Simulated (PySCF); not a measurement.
VOCl2, SMILES [O]=[V]([Cl])[Cl] (connectivity only; charge and spin as stated), neutral, multiplicity 2. Atoms are numbered in the order given.

```xyz
4

V      0.0000     0.0000     0.3283
O      0.0000     0.0000     1.8580
Cl     0.0000     1.9254    -0.6592
Cl     0.0000    -1.9254    -0.6592
```
Charge 0, spin multiplicity 2.

The structure is a stationary point at ωB97X-D3(BJ)/def2-SVP. The multiplicity is an assumed one; other spin states were not compared. The isomer is the one that the SMILES or the coordinates give; other isomers of the formula were not compared.

The numbers are results of TDA-B3LYP/def2-SVPD (PySCF), not measurements.

Vertical excitations. The molecule is in vacuum.

Task: Give excitation energies, oscillator strengths and character. (The exact figures need the calculation; the answer reports its results.)

Result: 
```tsv
state	energy (eV)	λ (nm)	f	main pairs
root 1	0.52	2389	0.000	α HOMO→LUMO 94 %
root 2	1.94	638	0.001	α HOMO→LUMO+1 95 %
root 3	2.97	418	0.002	α HOMO→LUMO+2 95 %
root 4	3.25	381	0.000	α HOMO−1→LUMO 98 %
root 5	3.57	347	0.007	α HOMO→LUMO+3 79 %, β HOMO−3→LUMO 6 %
root 6	3.63	342	0.000	α HOMO−4→LUMO 52 %, α HOMO→LUMO+3 14 %, β HOMO−3→LUMO 30 %
root 7	3.64	340	0.000	α HOMO−3→LUMO 92 %
root 8	3.70	335	0.007	α HOMO−2→LUMO 71 %, β HOMO−2→LUMO 26 %
root 9	3.71	334	0.000	β HOMO→LUMO 98 %
root 10	4.07	305	0.000	β HOMO−1→LUMO 95 %
```
Unrestricted roots are not spin-pure.
